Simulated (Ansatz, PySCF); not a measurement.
Reaction (SMILES): CCl (CH3Cl) [chloromethane] + [H][H] (H2) → C (CH4) + Cl (HCl)
Structures are relaxed separately at B3LYP-D3(BJ)/def2-TZVP in Ansatz (an electronic-structure program).

Property: energy of full hydrogenation (0 K, with B3LYP-D3(BJ) harmonic zero-point energies from PySCF), in kcal/mol. Correlated levels leave the core frozen unless marked. No spin-orbit coupling. Non-relativistic. CBS marks a two-point X^-3 extrapolation of the correlation energy; Hartree-Fock from the larger set.

```json
[
 {"level": "TPSSh/def2-TZVPD", "program": "PySCF", "energy of full hydrogenation (kcal/mol)": "-17.7"},
 {"level": "wB97X-V/def2-TZVPD", "program": "Ansatz", "energy of full hydrogenation (kcal/mol)": "-19.5"}
]
```

**Question.** Estimate the value at CCSD(T)/CBS(def2-TZVPPD,def2-QZVPPD) as computed with Ansatz.

**Answer.** -20.2 kcal/mol, so wB97X-V/def2-TZVPD differs from it by 0.7 kcal/mol.
